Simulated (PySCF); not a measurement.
## Radial density of In⁺ (indium, charge +1)

r2SCANh, [Kr] 4d10 5s1 5d1, high-spin 3D determinant (an excited configuration). Computed with PySCF 2.14 in aug-cc-pVQZ-PP with one added diffuse shell each of s, p, d, f, g type with ECP28MDF (8s8p6d4f3g, 117 functions), with a scalar-relativistic core potential. This is the valence pseudo-density: the core potential removes the inner electrons and smooths the orbitals near the nucleus.

```json
{"r (bohr)": "0.00806", "4πr²ρ (e/bohr)": "1.000e-05", "4πr²(ρα − ρβ)": "0.0000"}
{"r (bohr)": "0.0136", "4πr²ρ (e/bohr)": "2.245e-05", "4πr²(ρα − ρβ)": "0.0000"}
{"r (bohr)": "0.0228", "4πr²ρ (e/bohr)": "4.587e-05", "4πr²(ρα − ρβ)": "0.0000"}
{"r (bohr)": "0.0384", "4πr²ρ (e/bohr)": "8.685e-05", "4πr²(ρα − ρβ)": "0.0000"}
{"r (bohr)": "0.0645", "4πr²ρ (e/bohr)": "0.0002492", "4πr²(ρα − ρβ)": "0.0000"}
{"r (bohr)": "0.109", "4πr²ρ (e/bohr)": "0.001887", "4πr²(ρα − ρβ)": "0.0000"}
{"r (bohr)": "0.183", "4πr²ρ (e/bohr)": "0.02588", "4πr²(ρα − ρβ)": "0.0000"}
{"r (bohr)": "0.307", "4πr²ρ (e/bohr)": "0.5124", "4πr²(ρα − ρβ)": "0.0022"}
{"r (bohr)": "0.516", "4πr²ρ (e/bohr)": "8.268", "4πr²(ρα − ρβ)": "0.0648"}
{"r (bohr)": "0.869", "4πr²ρ (e/bohr)": "21.54", "4πr²(ρα − ρβ)": "-0.0129"}
{"r (bohr)": "1.46", "4πr²ρ (e/bohr)": "7.310", "4πr²(ρα − ρβ)": "0.2971"}
{"r (bohr)": "2.46", "4πr²ρ (e/bohr)": "1.081", "4πr²(ρα − ρβ)": "0.5775"}
{"r (bohr)": "4.13", "4πr²ρ (e/bohr)": "0.2998", "4πr²(ρα − ρβ)": "0.2946"}
{"r (bohr)": "6.95", "4πr²ρ (e/bohr)": "0.1004", "4πr²(ρα − ρβ)": "0.1004"}
{"r (bohr)": "11.7", "4πr²ρ (e/bohr)": "0.003884", "4πr²(ρα − ρβ)": "0.0039"}
{"r (bohr)": "19.7", "4πr²ρ (e/bohr)": "1.591e-05", "4πr²(ρα − ρβ)": "0.0000"}
```

Energies and moments cover only the electrons outside the core potential. The outer electron is Rydberg-like, and this basis confines it to a smaller radius and binds it less than a complete one would.

(1) Where is the radial spin density 4πr²(ρα − ρβ) most negative, and why is it negative at all?

Results:

(1) Around r = 0.869 bohr, down to -0.0129 e/bohr: exchange with the open shell polarises the paired shells in an unrestricted calculation.
